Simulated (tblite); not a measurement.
A geometry optimisation, step by step.

C4H13BN (charge +1).
SMILES with atom numbers: `[CH3:1][NH2+:2][CH2:3][B:4]([CH3:5])[CH3:6]` (hydrogens: H7, H8, H9 on C1; H10, H11 on N2; H12, H13 on C3; H14, H15, H16 on C5; H17, H18, H19 on C6)

Computed with GFN2-xTB (tblite), gas phase: L-BFGS steps from a force-field or distance-geometry start until the largest atomic force falls under 0.01 eV/Å. 9 of its 142 geometries are shown.

Step 0: E = -514.2788 eV, largest atomic force 1.356 eV/Å
```
atom  x, y, z in Å  |  force x, y, z in eV/Å
C1      2.711    0.210    0.272    0.704   0.374   0.200
N2      1.263    0.379    0.514    0.693  -0.143   0.939
C3      0.489   -0.316   -0.507   -1.064  -0.428  -0.723
B4     -1.093   -0.160   -0.243   -1.209  -0.387   0.170
C5     -1.802    1.254   -0.316    0.759  -0.081  -0.101
C6     -1.961   -1.460    0.106    0.325   0.788   0.113
H7      3.282    0.745    1.057   -0.186  -0.309  -0.434
H8      2.992   -0.857    0.300   -0.186   0.538  -0.085
H9      2.984    0.645   -0.712   -0.167  -0.345   0.566
H10     1.043   -0.030    1.470    0.091   0.557  -1.052
H11     1.043    1.396    0.524   -0.084  -0.544   0.031
H12     0.694    0.114   -1.511    0.152  -0.320   0.596
H13     0.732   -1.394   -0.517    0.278   0.572  -0.025
H14    -2.600    1.220   -1.090    0.467   0.186   0.753
H15    -2.245    1.519    0.664    0.011  -0.072  -0.763
H16    -1.069    2.038   -0.596   -0.697  -0.143   0.114
H17    -1.888   -2.179   -0.727   -0.143   0.154   0.580
H18    -1.564   -1.936    1.033   -0.402   0.111  -0.778
H19    -3.019   -1.178    0.271    0.657  -0.508  -0.099
```

Step 18: E = -514.5417 eV, largest atomic force 0.096 eV/Å
```
atom  x, y, z in Å  |  force x, y, z in eV/Å
C1      2.735    0.240    0.279   -0.013   0.017  -0.007
N2      1.281    0.364    0.491   -0.053  -0.004  -0.008
C3      0.444   -0.363   -0.500   -0.040  -0.026  -0.030
B4     -1.140   -0.167   -0.232   -0.060   0.027   0.070
C5     -1.751    1.270   -0.292    0.012   0.012  -0.007
C6     -1.978   -1.440    0.095    0.005  -0.010  -0.011
H7      3.275    0.771    1.060    0.042   0.016  -0.001
H8      3.023   -0.810    0.304   -0.002   0.008  -0.013
H9      3.007    0.657   -0.687    0.012   0.001  -0.034
H10     1.055    0.003    1.423   -0.048   0.006   0.038
H11     1.004    1.353    0.470    0.004   0.026   0.009
H12     0.682    0.022   -1.493    0.031   0.018  -0.037
H13     0.742   -1.410   -0.491    0.029  -0.045   0.052
H14    -2.548    1.276   -1.038    0.024  -0.003   0.010
H15    -2.260    1.557    0.629    0.030  -0.063  -0.008
H16    -1.068    2.075   -0.557    0.026   0.007   0.009
H17    -1.898   -2.170   -0.712   -0.020   0.005   0.013
H18    -1.579   -1.953    0.972   -0.026  -0.009  -0.025
H19    -3.035   -1.264    0.272    0.047   0.017  -0.021
```

Step 35: E = -514.5661 eV, largest atomic force 0.087 eV/Å
```
atom  x, y, z in Å  |  force x, y, z in eV/Å
C1      2.700    0.324    0.241    0.062  -0.010  -0.025
N2      1.248    0.400    0.453    0.008   0.013   0.017
C3      0.447   -0.469   -0.448   -0.021   0.005   0.036
B4     -1.128   -0.214   -0.219   -0.031   0.001  -0.008
C5     -1.647    1.263   -0.212   -0.007  -0.030   0.011
C6     -2.032   -1.456    0.030   -0.007  -0.003  -0.017
H7      3.233    0.894    0.998    0.024   0.057   0.007
H8      3.022   -0.713    0.295    0.050  -0.057  -0.004
H9      2.945    0.718   -0.742    0.063   0.008  -0.060
H10     1.034    0.129    1.418   -0.021   0.000   0.040
H11     0.922    1.368    0.332   -0.030   0.017  -0.002
H12     0.710   -0.235   -1.483   -0.011   0.033   0.040
H13     0.753   -1.500   -0.274   -0.021  -0.014   0.015
H14    -2.387    1.381   -1.006    0.020  -0.020   0.022
H15    -2.200    1.493    0.698    0.009   0.004  -0.009
H16    -0.904    2.047   -0.362   -0.042  -0.023  -0.005
H17    -1.974   -2.146   -0.813   -0.040  -0.003   0.003
H18    -1.671   -2.037    0.880   -0.012   0.008  -0.017
H19    -3.080   -1.238    0.208    0.007   0.013  -0.042
```

Step 53: E = -514.5912 eV, largest atomic force 0.070 eV/Å
```
atom  x, y, z in Å  |  force x, y, z in eV/Å
C1      2.741    0.382    0.182   -0.004   0.012  -0.001
N2      1.293    0.428    0.460   -0.016  -0.013   0.021
C3      0.460   -0.531   -0.322    0.031   0.011  -0.010
B4     -1.122   -0.258   -0.167   -0.008   0.029  -0.039
C5     -1.628    1.224   -0.145   -0.003   0.011  -0.007
C6     -2.114   -1.458   -0.069    0.027   0.018  -0.015
H7      3.272    1.057    0.851    0.017  -0.021  -0.012
H8      3.120   -0.629    0.326   -0.023   0.024  -0.006
H9      2.933    0.689   -0.845   -0.015  -0.042  -0.015
H10     1.134    0.234    1.454    0.006   0.003   0.013
H11     0.939    1.378    0.281   -0.048  -0.045  -0.024
H12     0.707   -0.407   -1.381   -0.016  -0.003   0.036
H13     0.769   -1.542   -0.050   -0.049   0.035   0.026
H14    -2.356    1.370   -0.946    0.024  -0.042   0.030
H15    -2.195    1.430    0.763    0.026   0.024  -0.003
H16    -0.883    2.013   -0.261   -0.029  -0.010   0.024
H17    -2.063   -2.102   -0.948    0.057   0.007   0.012
H18    -1.867   -2.110    0.770   -0.018   0.019  -0.050
H19    -3.153   -1.158    0.039    0.041  -0.016   0.021
```

Step 70: E = -514.6082 eV, largest atomic force 0.063 eV/Å
```
atom  x, y, z in Å  |  force x, y, z in eV/Å
C1      2.733    0.403    0.112    0.005  -0.016  -0.012
N2      1.307    0.448    0.482    0.008   0.008  -0.022
C3      0.456   -0.580   -0.181    0.001   0.018  -0.001
B4     -1.111   -0.253   -0.118   -0.042   0.020  -0.027
C5     -1.616    1.228   -0.068   -0.015   0.004  -0.009
C6     -2.116   -1.442   -0.184   -0.011  -0.018   0.009
H7      3.291    1.171    0.645    0.002  -0.031   0.001
H8      3.151   -0.573    0.349    0.007  -0.003   0.032
H9      2.839    0.572   -0.959    0.001   0.009  -0.003
H10     1.206    0.339    1.498    0.022   0.001  -0.043
H11     0.915    1.369    0.239   -0.020  -0.020   0.003
H12     0.724   -0.613   -1.241    0.009   0.044   0.004
H13     0.715   -1.560    0.220    0.008   0.032   0.054
H14    -2.350    1.366   -0.863    0.014   0.047   0.025
H15    -2.179    1.416    0.847    0.012  -0.009  -0.006
H16    -0.886    2.032   -0.167   -0.003  -0.038  -0.001
H17    -1.983   -2.022   -1.097    0.012  -0.012  -0.010
H18    -1.949   -2.152    0.623    0.006  -0.033   0.016
H19    -3.158   -1.141   -0.143   -0.014  -0.004  -0.009
```

Step 88: E = -514.6136 eV, largest atomic force 0.043 eV/Å
```
atom  x, y, z in Å  |  force x, y, z in eV/Å
C1      2.732    0.388    0.091   -0.011  -0.009   0.015
N2      1.310    0.477    0.471   -0.009   0.011   0.014
C3      0.444   -0.569   -0.141   -0.001   0.015   0.007
B4     -1.127   -0.246   -0.114    0.004   0.029  -0.006
C5     -1.629    1.235   -0.044   -0.009   0.000   0.007
C6     -2.107   -1.454   -0.223    0.019   0.026   0.006
H7      3.312    1.161    0.592    0.005  -0.015   0.001
H8      3.123   -0.589    0.372    0.032   0.009  -0.006
H9      2.838    0.512   -0.986   -0.012  -0.004   0.014
H10     1.227    0.411    1.491   -0.017  -0.010  -0.019
H11     0.926    1.395    0.203    0.005  -0.015  -0.040
H12     0.720   -0.654   -1.196    0.004  -0.003   0.000
H13     0.689   -1.527    0.317    0.022   0.006   0.002
H14    -2.381    1.408   -0.814   -0.002  -0.007   0.020
H15    -2.161    1.404    0.893   -0.012   0.008   0.001
H16    -0.891    2.032   -0.143   -0.005  -0.030   0.002
H17    -1.925   -2.017   -1.138   -0.016  -0.014  -0.018
H18    -1.953   -2.175    0.579    0.009  -0.004   0.016
H19    -3.157   -1.179   -0.215   -0.007   0.007  -0.016
```

Step 106: E = -514.6192 eV, largest atomic force 0.048 eV/Å
```
atom  x, y, z in Å  |  force x, y, z in eV/Å
C1      2.748    0.352    0.094   -0.007   0.017   0.011
N2      1.316    0.533    0.398   -0.019   0.010   0.029
C3      0.442   -0.555   -0.121   -0.003   0.003  -0.018
B4     -1.130   -0.241   -0.107    0.012   0.001  -0.002
C5     -1.659    1.226    0.034   -0.008  -0.016   0.003
C6     -2.094   -1.455   -0.282    0.001   0.020  -0.001
H7      3.336    1.126    0.583    0.047   0.003  -0.010
H8      3.084   -0.623    0.442   -0.008   0.023   0.011
H9      2.905    0.415   -0.981    0.013  -0.021   0.008
H10     1.181    0.590    1.414    0.010   0.012  -0.025
H11     0.987    1.423   -0.001   -0.017  -0.035   0.014
H12     0.721   -0.731   -1.163    0.000  -0.026  -0.007
H13     0.688   -1.468    0.422   -0.007   0.006  -0.030
H14    -2.456    1.405   -0.685   -0.004   0.022   0.013
H15    -2.139    1.348    1.006   -0.009   0.002  -0.007
H16    -0.944    2.042   -0.071   -0.007  -0.031   0.004
H17    -1.863   -2.020   -1.184    0.010  -0.009  -0.019
H18    -1.989   -2.175    0.528    0.023   0.003   0.025
H19    -3.143   -1.183   -0.332   -0.027   0.016  -0.002
```

Step 123: E = -514.6266 eV, largest atomic force 0.078 eV/Å
```
atom  x, y, z in Å  |  force x, y, z in eV/Å
C1      2.758    0.328    0.114    0.065   0.016   0.002
N2      1.316    0.590    0.271    0.036  -0.054  -0.007
C3      0.440   -0.545   -0.139   -0.001  -0.008  -0.003
B4     -1.132   -0.235   -0.128    0.014   0.022   0.023
C5     -1.678    1.201    0.163   -0.047   0.038   0.022
C6     -2.089   -1.444   -0.372    0.029   0.026   0.021
H7      3.345    1.167    0.483   -0.011   0.026   0.031
H8      3.036   -0.564    0.674    0.005  -0.014  -0.023
H9      3.002    0.180   -0.937   -0.047  -0.056   0.026
H10     1.107    0.803    1.252    0.005   0.050   0.013
H11     1.060    1.414   -0.284   -0.056   0.019  -0.015
H12     0.740   -0.854   -1.141   -0.006   0.017  -0.032
H13     0.665   -1.389    0.514    0.011  -0.005  -0.007
H14    -2.518    1.435   -0.486   -0.002   0.013  -0.044
H15    -2.111    1.220    1.164    0.013  -0.018   0.024
H16    -0.982    2.036    0.106    0.013  -0.004  -0.002
H17    -1.798   -2.030   -1.242   -0.018  -0.036   0.004
H18    -2.036   -2.135    0.470   -0.014  -0.028  -0.021
H19    -3.133   -1.169   -0.488    0.012  -0.003  -0.011
```

Step 141: E = -514.6328 eV, largest atomic force 0.010 eV/Å
```
atom  x, y, z in Å  |  force x, y, z in eV/Å
C1      2.762    0.312    0.153   -0.002   0.004  -0.003
N2      1.319    0.618    0.187   -0.004  -0.001  -0.008
C3      0.441   -0.527   -0.186   -0.002  -0.001   0.000
B4     -1.133   -0.233   -0.125    0.001   0.001   0.000
C5     -1.685    1.185    0.243    0.000  -0.002   0.005
C6     -2.082   -1.442   -0.397    0.002   0.001  -0.005
H7      3.346    1.190    0.420    0.004  -0.003   0.002
H8      2.987   -0.488    0.856   -0.003  -0.001  -0.003
H9      3.048   -0.011   -0.847   -0.003  -0.001   0.002
H10     1.054    0.931    1.127    0.001  -0.007   0.003
H11     1.116    1.392   -0.457    0.002   0.009  -0.003
H12     0.716   -0.841   -1.195   -0.001  -0.002   0.005
H13     0.689   -1.365    0.468    0.005   0.004   0.001
H14    -2.529    1.452   -0.390    0.009   0.000  -0.004
H15    -2.109    1.145    1.248   -0.007  -0.002   0.002
H16    -0.990    2.021    0.225   -0.003   0.000   0.002
H17    -1.763   -2.054   -1.237    0.003  -0.003   0.000
H18    -2.079   -2.117    0.461   -0.003   0.006   0.005
H19    -3.118   -1.161   -0.562    0.003  -0.001   0.000
```

Task: Summarise the path.

Result: The energy falls by 34.16 kJ/mol from step 0 to step 141; nine tenths of that is first reached at step 59. It never rises by more than 0.2 meV. The largest force goes from 1.356 to 0.010 eV/Å. Among the bonds B4–C6 changes most, from 1.601 to 1.561 Å; the atoms move by 0.718 Å rms after alignment.

Task: Follow the three bonds and two angles with the largest change from start to end.

Result: 
| step | E above end (kJ/mol) | largest force (eV/Å) | B4–C6 (Å) | N2–H10 (Å) | N2–C3 (Å) | B4–C5–H16 (°) | H14–C5–H15 (°) |
| --- | --- | --- | --- | --- | --- | --- | --- |
| 0 | 34.16 | 1.356 | 1.601 | 1.062 | 1.458 | 110.4 | 109.6 |
| 6 | 9.95 | 0.184 | 1.555 | 1.025 | 1.482 | 116.1 | 103.6 |
| 12 | 9.29 | 0.062 | 1.558 | 1.027 | 1.490 | 117.0 | 103.9 |
| 18 | 8.79 | 0.096 | 1.558 | 1.025 | 1.487 | 116.4 | 103.6 |
| 25 | 8.20 | 0.097 | 1.558 | 1.026 | 1.487 | 116.4 | 103.8 |
| 31 | 7.07 | 0.135 | 1.555 | 1.027 | 1.490 | 117.4 | 104.1 |
| 37 | 6.17 | 0.112 | 1.556 | 1.025 | 1.486 | 116.8 | 104.0 |
| 43 | 5.56 | 0.080 | 1.557 | 1.025 | 1.488 | 117.1 | 104.1 |
| 49 | 4.58 | 0.091 | 1.560 | 1.027 | 1.492 | 117.3 | 104.2 |
| 55 | 3.82 | 0.067 | 1.559 | 1.025 | 1.490 | 117.5 | 103.9 |
| 61 | 3.20 | 0.064 | 1.558 | 1.026 | 1.489 | 118.0 | 103.9 |
| 67 | 2.66 | 0.075 | 1.557 | 1.025 | 1.489 | 118.8 | 104.0 |
| 74 | 2.12 | 0.088 | 1.559 | 1.026 | 1.490 | 118.0 | 104.1 |
| 80 | 1.99 | 0.022 | 1.559 | 1.026 | 1.490 | 117.9 | 104.1 |
| 86 | 1.92 | 0.029 | 1.560 | 1.026 | 1.490 | 117.9 | 104.3 |
| 92 | 1.72 | 0.045 | 1.560 | 1.026 | 1.490 | 117.7 | 104.1 |
| 98 | 1.52 | 0.040 | 1.560 | 1.026 | 1.490 | 117.4 | 104.2 |
| 104 | 1.39 | 0.043 | 1.561 | 1.026 | 1.489 | 117.7 | 104.3 |
| 110 | 1.12 | 0.076 | 1.561 | 1.024 | 1.490 | 118.3 | 104.2 |
| 116 | 0.98 | 0.026 | 1.561 | 1.026 | 1.491 | 117.9 | 104.2 |
| 123 | 0.60 | 0.078 | 1.560 | 1.025 | 1.491 | 118.2 | 103.7 |
| 129 | 0.13 | 0.036 | 1.561 | 1.026 | 1.490 | 117.7 | 104.2 |
| 135 | 0.02 | 0.014 | 1.561 | 1.026 | 1.491 | 117.7 | 104.1 |
| 141 | 0.00 | 0.010 | 1.561 | 1.027 | 1.491 | 117.8 | 104.1 |

The cost below is that of the whole relaxation. Time: 0.75 s of wall time. Hardware: one thread, Arm Neoverse V1 (aarch64), shared host with 32 logical CPUs at a one-minute load of 10.
